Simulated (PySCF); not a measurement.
How methods differ on the excitation energy of Ar(2+)

Ar(2+) [Ne] 3s2 3p4 (3P) → Ar(2+) [Ne] 3s2 3p3 4s1 (5S), as a difference of total energies. Computed with PySCF 2.14 in aug-cc-pVQZ-DK (7s6p4d3f2g, 84 functions), with scalar relativity by spin-free X2C-1e. Correlated levels: valence: [Ne] frozen. The calculations carry no spin-orbit coupling.

```json
{"method": "UHF", "excitation energy (eV)": "20.868"}
{"method": "PBE", "excitation energy (eV)": "21.421"}
{"method": "PBE0", "excitation energy (eV)": "21.568"}
{"method": "r2SCAN", "excitation energy (eV)": "21.902"}
{"method": "PBEsol", "excitation energy (eV)": "21.435"}
{"method": "BHandHLYP", "excitation energy (eV)": "21.728"}
{"method": "wB97X", "excitation energy (eV)": "22.132"}
{"method": "ROHF", "excitation energy (eV)": "20.694"}
{"method": "MP2 (valence)", "excitation energy (eV)": "21.300"}
{"method": "SCS-MP2 (valence)", "excitation energy (eV)": "21.579"}
```

**Question.** Estimate what TPSS gives.

**Answer.** 21.827 eV, closest to r2SCAN among the rows shown.

**Question.** Estimate what LDA gives.

**Answer.** 21.446 eV, closest to PBEsol among the rows shown.

A first-order spin-orbit estimate (lowest level to lowest level, LS coupling) adds 0.063 eV.

The promoted electron is Rydberg-like, and one or two diffuse shells describe it only roughly, which tends to raise the upper state.
